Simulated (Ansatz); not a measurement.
Abstraction of H: C2H8InN + C2H5Mg → C2H7InN + C2H6Mg

Species: C2H8InN `C[CH2][InH][NH2]`, singlet; C2H5Mg `C[CH2][Mg]`, doublet; C2H7InN `C[CH2][In][NH2]`, doublet; C2H6Mg `C[CH2][MgH]`, singlet. A radical takes H: the energy is the difference in strength between the In–H bond broken and the Mg–H bond made.

Shapes, held fixed at every level: PBE0-D4/def2-TZVP. Flexible molecules stand in one conformer, not always the lowest. Programs: Ansatz 0.2.0. Electronic energies: no zero-point or thermal term.

(1) Estimate ΔE of this reaction.

Answers

(1) The highest level, CCSD(T)/def2-TZVPP, gives ΔE = +15.4 kJ/mol; the levels span +7.1 to +18.9. The column of differences is taken from that level and isn't an error. No measured value is set beside it here. Open shells run unrestricted. For atoms past krypton def2 sets carry core potentials with scalar relativity. Outer-core shells of In, Mg are correlated, in sets that cover them unevenly. Times are processor times on shared x86 and Arm servers, and rough.

```
               level                   kind  ΔE (kJ/mol)  less CCSD(T)/def2-TZVPP  CPU time (sum over the molecules)
       HF/def2-TZVPP           Hartree–Fock        +17.7                     +2.3                                  –
   PBE-D4/def2-TZVPP                    GGA        +13.6                     -1.8                               28 s
r2SCAN-D4/def2-TZVPP               meta-GGA        +11.0                     -4.4                               47 s
 B3LYP-D4/def2-TZVPP          global hybrid         +7.1                     -8.3                               40 s
  PBE0-D4/def2-TZVPP          global hybrid        +18.9                     +3.5                               32 s
   B2PLYP/def2-TZVPP          double hybrid         +8.5                     -6.9                               56 s
  CCSD(T)/def2-TZVPP  coupled cluster or CI        +15.4                      0.0                            7.4 min
```
